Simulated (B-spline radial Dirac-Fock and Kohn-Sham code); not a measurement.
# Si⁶⁺: eigenvalues, ΔSCF and the reference

System: the Si⁶⁺ ion, configuration [He] 2s2 2p4.

The density-functional columns are spherical, spin-unpolarised Dirac-Kohn-Sham results without Breit or QED terms: −ε is minus the orbital energy of the initial state and ΔSCF the difference of two total energies. The reference in the last column comes from ΔSCF Dirac-Fock with Breit, self-energy and vacuum polarisation, finite nucleus, configuration average. All numbers are from an atomic code on a B-spline grid, in eV; a selection of levels is shown.

```
    level  PBE −ε  PBE ΔSCF  LDA −ε  LDA ΔSCF  Dirac-Fock
   K (1s)  1947.1    2035.5  1939.3    2027.2      2020.9
  L1 (2s)   271.2     291.5   270.2     290.6       293.5
L2,3 (2p)   230.5     252.8   230.4     252.8       250.8
```

**Question.** Order the estimates of the K (1s) level by their distance from the Dirac-Fock value, nearest first.
A. PBE ΔSCF
B. PBE −ε
C. LDA −ε
D. LDA ΔSCF

**Answer.** D (6.3 eV), A (14.6 eV), B (73.8 eV), C (81.6 eV).

Values without a named source are computed, but for edge energies of neutral atoms, which are taken from tables.
